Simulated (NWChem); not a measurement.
Molecule: H$_{2}$SeO; SMILES [SeH]O

Results from NWChem. The geometry was optimised at PBE0/def2-SVP. B3LYP is NWChem's, with the RPA form of VWN correlation. Vertical excitations in the gas phase.

Task: What does the run give for B3LYP/def2-SVPD, TDA? Quantities: lowest excitation, singlet (eV); oscillator strength of that lowest state; lowest state with f > 0.02, singlet (eV); orbital gap (eV).

Result: 
```json
{
 "lowest excitation, singlet (eV)": "3.78",
 "oscillator_strength_of_that_lowest_state": "0.002",
 "lowest state with f > 0.02, singlet (eV)": "5.36",
 "orbital gap (eV)": "4.96"
}
```
